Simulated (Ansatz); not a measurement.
## One step, two centres

Ligand exchange through a proton shuttle, with the central atom changed down its group and all else kept; in the first member these bonds form or tighten: H–H, H–O, N–Si; these break or loosen: H–N, H–O, H–Si.

Gas-phase electronic energies, without zero-point energy, by CCSD(T) at an estimated basis limit (MP2 extrapolated from triple and quadruple zeta, plus CCSD(T) − MP2 in triple zeta); Ansatz 0.2.0, def2-TZVPP and QZVPP, frozen cores, core potentials past krypton, on PBE0-D4/def2-TZVP structures. Extrapolation: Hartree–Fock as exp(−7.88 √X), correlation as X^−2.97. All energies, in kcal/mol, count from the separated reactants, without counterpoise correction; the start and end structures are the complexes reached by relaxing down from the saddle, and deeper ones may exist. Brackets give SMILES, or, where every atom is bracketed, only which atoms are joined. Steps whose reference was doubtful or whose search ended elsewhere are left out.

| reactants | products | start structure | saddle | end structure |
| --- | --- | --- | --- | --- |
| SiH₄ + H₂O + NH₃ | SiNH₅ ([NH2][SiH3]) + H₂O + H₂ | -5.83 | 35.48 | -10.90 |
| SnH₄ + H₂O + NH₃ | SnNH₅ ([NH2][SnH3]) + H₂O + H₂ | -7.67 | ? | -1.47 |

Question: What is the height of the saddle for SnH₄ + H₂O + NH₃? (Judge from chemistry; the value comes from the calculation.)

Answer: By the calculation: 34.66 kcal/mol relative to the separated reactants, the lower of the two; above its start structure the barrier is 34.66 − (-7.67) ≈ 42.33 kcal/mol.

The saddle falls down the group: the larger centre, with longer and weaker bonds, takes on an extra partner at less cost.

T1 diagnostic: at most 0.014. The filled d shells of Sn are correlated in sets not built for that, so values that involve them are less sure.

For scale, one of the runs: CCSD(T)/def2-TZVPP, 238 basis functions, launched by `ansatz run in.yaml --threads 4 --pin off --events-out ev --progress --plain --max-ram 9574MiB`. Hardware: 4 CPU threads of an Arm Neoverse V2, shared host. Wall time 2.2 min; peak host memory 5 GiB.
